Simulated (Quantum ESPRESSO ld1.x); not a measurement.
Q: The mean radii <r> (bohr) of the occupied orbitals of an atom or ion are listed with their occupations. Method: Dirac Kohn-Sham, PBEsol, spin-unpolarised, spherical densities, point nucleus; computed with ld1.x of Quantum ESPRESSO 7.5.

| orbital | occ. | <r> |
|---|---|---|
| 1s1/2 | 2 | 0.2707 |
| 2s1/2 | 2 | 1.364 |

Name the element and its charge. Open shells, if any, are shared by 2j + 1.

A: Z = 6, carbon, charge +2: C2+ in [He] 2s2. The 1s radius gives Z: for a bare nucleus <r> = (2 gamma + 1)/(2Z) with gamma = sqrt(1 - (Z/c)^2), 0.2498 bohr for Z = 6, and screening makes it slightly larger (0.2707 here). The occupations add up to 4, and the charge is Z minus that.
